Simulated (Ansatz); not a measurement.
Ideal-gas functions of ClH₃SeSi, SMILES `Cl[SiH2][SeH]` at 400 K and 1 bar, from an Ansatz frequency run at PBE0-D4/def2-TZVP.

Molar mass 145.52 g/mol, point group Cs (symmetry number 1), electronic degeneracy 1, moments of inertia 46.493, 316.419, 356.969 u Å². Harmonic wavenumbers (cm⁻¹, unscaled): 72, 132, 407, 554, 561, 644, 660, 844, 961, 2243, 2253, 2431.

Use S(trans) = R[1.5 ln M + 2.5 ln T − 1.1517]; rotational temperatures θ = 24.2544 K / I; S(rot) = R[ln(√π/σ · √(T³/θAθBθC)) + 1.5]; for each mode x = 1.438777 ν̃/T, S = R[x/(eˣ − 1) − ln(1 − e⁻ˣ)] and H = RT x/(eˣ − 1); 1 cm⁻¹ = 0.0119627 kJ/mol; R = 8.31446 J/(mol·K).

Q: By hand: the entropy, in J/(mol·K).

A: Translation 177.1. Rotation: θ = 0.5217, 0.0767, 0.0679 K, giving 116.5. Vibration, mode by mode: 19.57, 14.59, 5.85, 3.83, 3.76, 2.97, 2.84, 1.68, 1.20, 0.02, 0.02, 0.01, in all 56.4. Electronic 0.0. Sum 350.0 J/(mol·K).

Q: By hand: H − E and G − E in kJ/mol, counted from the electronic energy.

A: Zero-point energy ½ × 11762 × 0.0119627 = 70.4; thermal vibration 11.6; translation, rotation and pV give 4 RT = 13.3. H − E = 95.3 kJ/mol, and G − E = 95.3 − 400 × 350.0/1000 = -44.7 kJ/mol.

Vibration gives 16 % of the entropy, 34.2 J/(mol·K) of it from the modes under 150 cm⁻¹: soft modes count most, and the harmonic formula is weakest for them. The sum counts one conformer and one mirror image; others add a mixing term.
